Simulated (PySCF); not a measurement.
Species: C₅H₄F₂NO₂ (charge -1).
Numbering: `[N:1]#[C:2][C@@H:3]1[C@@H:4]([O-:5])[C@H:6]1[O:7][CH:8]([F:9])[F:10]` (hydrogens: H11 on C3; H12 on C4; H13 on C6; H14 on C8)

The geometry is computed with GFN2-xTB (gas phase).

(1) Give the optimised bond lengths and angles.

Answers

(1) 
```csv
bond,length (Å),order
N1≡C2,1.157,triple
C2–C3,1.388,single
C3–C4,1.638,single
C4–O5,1.272,single
C4–C6,1.511,single
C6–O7,1.428,single
O7–C8,1.342,single
C8–F9,1.366,single
C8–F10,1.379,single
C3–C6,1.521,single
C3–H11,1.083,single
C4–H12,1.112,single
C6–H13,1.085,single
C8–H14,1.105,single
```

Orders are formal, as drawn. A selection of angles:
```csv
angle,degrees
N1–C2–C3,176.6
C2–C3–C4,120.3
C2–C3–C6,120.3
C2–C3–H11,116.4
C4–C3–C6,57.0
C4–C3–H11,113.7
C6–C3–H11,116.0
C3–C4–O5,121.2
C3–C4–C6,57.6
C3–C4–H12,107.8
O5–C4–C6,126.6
O5–C4–H12,118.4
C6–C4–H12,109.9
C4–C6–O7,125.2
C4–C6–H13,119.3
O7–C6–H13,106.7
C3–C6–C4,65.4
C3–C6–O7,118.8
C3–C6–H13,116.6
C6–O7–C8,116.2
O7–C8–F9,109.4
O7–C8–F10,110.4
O7–C8–H14,115.2
F9–C8–F10,102.9
F9–C8–H14,109.3
F10–C8–H14,109.0
```

Torsions: C2–C3–C4–O5 135° (anticlinal); C3–C4–C6–O7 -109° (anticlinal); C4–C6–O7–C8 16° (synperiplanar); C6–O7–C8–F9 -135° (anticlinal); C2–C3–C6–C4 109° (anticlinal).

The 3 C–O bonds span 1.272 Å (C4–O5, drawn single) to 1.428 Å (C6–O7, drawn single), a spread of 0.156 Å. Of the pairs four or more bonds apart, O5···H14 is among the closest relative to their van der Waals radii: 1.90 Å, 70 % of the sum of Bondi's values. The 4 C–C bonds span 1.388 Å (C2–C3, drawn single) to 1.638 Å (C3–C4, drawn single), a spread of 0.250 Å. The 3-membered ring C3–C4–C6 has internal angles of 57.0° to 65.4°. O7 (ether oxygen) is bent (angle 116.2°).

Point group: C1 (no symmetry element, even within 0.4 Å). GFN2-xTB frequencies: not computed here.

One conformer stands for the species.
